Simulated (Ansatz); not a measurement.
Geometry optimisation, RKS PBE/def2-SVP in Ansatz.

input.yaml

```yaml
crystal:
  periodic: [false, false, false]
  atoms:
    - { symbol: Ti, position_ang: [-0.043208, -0.028169, 0.060536] }
    - { symbol: Cl, position_ang: [-0.353067, 0.144592, 2.36508] }
    - { symbol: Cl, position_ang: [1.924335, 0.174984, -0.903234] }
    - { symbol: Cl, position_ang: [-1.203037, 1.697096, -0.649482] }
    - { symbol: "N", position_ang: [-0.960476, -1.477717, -0.629858] }
    - { symbol: H, position_ang: [-1.926972, -1.716515, -0.358756] }
    - { symbol: H, position_ang: [-0.639108, -2.056709, -1.418982] }
    - { symbol: P, position_ang: [1.838244, -2.854048, 1.358908] }
    - { symbol: H, position_ang: [0.567302, -3.014185, 0.703521] }
    - { symbol: H, position_ang: [2.470432, -2.338669, 0.176411] }
    - { symbol: H, position_ang: [1.505955, -1.559259, 1.862655] }
basis:
  gaussian: { orbitals: def2-SVP }
hamiltonian:
  xc: pbe
relax:
  f_tol: 0.03
  max_steps: 50
```

Command:

```bash
$ ansatz run input.yaml --threads 4 --pin off --max-ram 5120MiB --backend cpu --events-out ev --progress --plain --runs-dir out
```

Question: Where does it end, and by what steps?

Answer: The forces met the threshold. The force dipped under the threshold on the way, but the program's further checks kept it going. After 13 steps the energy has fallen by 0.291 eV; H11 moved furthest, 0.89 Å.

```csv
step,energy less start (eV),largest force component (eV/Å),accepted
0,0.0000,1.150,yes
1,-0.1888,0.362,yes
2,-0.2540,0.386,yes
3,-0.2797,0.101,yes
4,-0.2831,0.216,yes
5,-0.2868,0.075,yes
6,-0.2884,0.023,yes
7,-0.2888,0.122,yes
8,-0.2893,0.065,yes
9,-0.2898,0.011,yes
10,-0.2902,0.072,yes
11,-0.2905,0.056,yes
12,-0.2907,0.020,yes
13,-0.2908,0.012,yes
```

```xyz
11
Properties=species:S:1:pos:R:3
Ti -0.278 0.313 -0.143
Cl -0.270 0.389 2.053
Cl 1.704 0.395 -1.082
Cl -1.542 1.945 -0.912
N -1.041 -1.298 -0.635
H -1.810 -1.757 -0.132
H -0.780 -1.824 -1.478
P 2.048 -3.325 1.387
H 0.820 -3.205 0.641
H 2.701 -2.352 0.548
H 1.627 -2.310 2.319
```

Whether the end is a true minimum wasn't checked by a vibrational analysis.

Time of the run: 38 s on 4 threads of Arm Neoverse V1, with other jobs on the host, peak memory 0.24 GiB.
